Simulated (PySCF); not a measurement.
XPS shifts beside NMR shieldings

Compound: CH₉ClSi₃.
Numbering: `[CH3:1][SiH2:2][Si@H:3]([SiH3:4])[Cl:5]`

Binding energies: delta-SCF UKS SCAN, pcX-2 on the ionised atom, pcseg-1 elsewhere, spin-free X2C in PySCF 2.14.0. Shieldings: GIAO HF/pcSseg-2, non-relativistic, same geometry.

```json
{"atom": "Si2", "isotropic shielding (ppm)": "440.4"}
{"atom": "Si3", "isotropic shielding (ppm)": "405.3"}
{"atom": "Si4", "isotropic shielding (ppm)": "473.5"}
```

What are the Si 1s binding energies of these atoms?

| atom | environment | Si 1s (eV) | isotropic shielding (ppm) |
| --- | --- | --- | --- |
| Si2 | SiH2 silicon | 1846.16 | 440.4 |
| Si4 | SiH3 silicon | 1846.32 | 473.5 |
| Si3 | chlorine-bound silicon | 1846.78 | 405.3 |

Among the listed atoms, is the one with the highest binding energy also the least shielded?

Yes: Si3 has both (1846.78 eV, 405.3 ppm).

By binding energy: Si2 < Si4 < Si3. By shielding: Si3 < Si2 < Si4.

Geometry: PBE0-D3(BJ)/def2-SVP, one conformer, isolated molecule.

The values belong to the conformer `[CH3:1][SiH2:2][Si@H:3]([SiH3:4])[Cl:5]`: C1–Si2–Si3–Si4 -59°.
